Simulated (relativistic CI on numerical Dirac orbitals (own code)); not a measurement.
## Ru3+: L2,3 absorption edge

Computed with this model: Dirac-Coulomb-Breit CI, orbitals from a KLI potential per configuration, QED by a radiative potential, valence Slater integrals scaled by 0.9, multiplet model of core-to-valence dipole absorption; configurations [Kr] 4d5 → [He] 2s2 2p5 3s2 3p6 3d10 4s2 4p6 4d6; 300 K; Lorentzian 0.96 eV and Gaussian 0.5 eV FWHM. Energies are those of the free ion, without screening or charge transfer. The branching ratio is the share of the lower-energy edge in the whole absorption, uncertain by about 0.02 where the edges overlap. S is read from ⟨S²⟩ = S(S + 1).

Field parameters in Wybourne normalisation: Oh B⁴₀ = 21Dq, B⁴₄ = √(5/14) B⁴₀. The field is a parameter set, without covalency.

Case Oh, 10Dq = 28550 cm⁻¹, the dichroism is that of the ground state at zero temperature, magnetised by exchange field 10 meV on Sz. The dichroism I(Δm = −1) − I(Δm = +1), over the sum of the three polarisations, integrates to -0.0737 on the lower edge and -0.0096 on the upper edge. The branching ratio is 0.799.

(1) Use the orbital sum rule with 5 holes to get ⟨Lz⟩.

## Answers

(1) For a p → d edge ⟨Lz⟩ = 2 × n_h × (sum of both integrals) in this sign convention = -0.83; the ground state itself has ⟨Lz⟩ = -0.83 and ⟨Sz⟩ = -0.19. The rule assumes one radial integral for both edges, which relativistic orbitals only approach.
